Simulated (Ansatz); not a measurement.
C₂H₅FSn (`C[CH2][Sn][F]`), relaxed with RKS PBE-D4/def2-SVP in the Gaussian-basis code of Ansatz from a rough embedded geometry. The force threshold is 0.03 eV/Å; the program also tests the step.

The species carries charge 0 and has multiplicity 1. Sn takes the def2 core potential.

Start:

```xyz
9

C     0.286    0.821    0.391
C    -0.470    0.072   -0.620
Sn   -0.793   -1.906    0.107
F     0.824   -2.811    0.500
H     1.318    0.370    0.588
H     0.505    1.911    0.019
H    -0.254    0.935    1.368
H     0.064    0.008   -1.538
H    -1.481    0.600   -0.815
```

**Question.** By how much does the energy fall, and how many steps does the optimiser take? (An estimate is asked.)

**Answer.** The calculation gave: 0.70 eV, in 14 steps.

**Question.** Which bonds change most? (An estimate is asked.)

**Answer.** Ansatz gave: C2–Sn3 from 2.132 to 2.234 Å; Sn3–F4 from 1.895 to 1.992 Å; C1–C2 from 1.468 to 1.530 Å; C1–H6 from 1.172 to 1.112 Å.

**Question.** Give the relaxed structure. (Best estimate.)

**Answer.** Computed: 
```xyz
9

C     0.373    0.770    0.377
C    -0.543    0.067   -0.627
Sn   -0.835   -2.112   -0.227
F     0.812   -2.224    0.889
H     1.300    0.189    0.552
H     0.660    1.791    0.045
H    -0.119    0.878    1.366
H    -0.109    0.087   -1.656
H    -1.539    0.555   -0.719
```
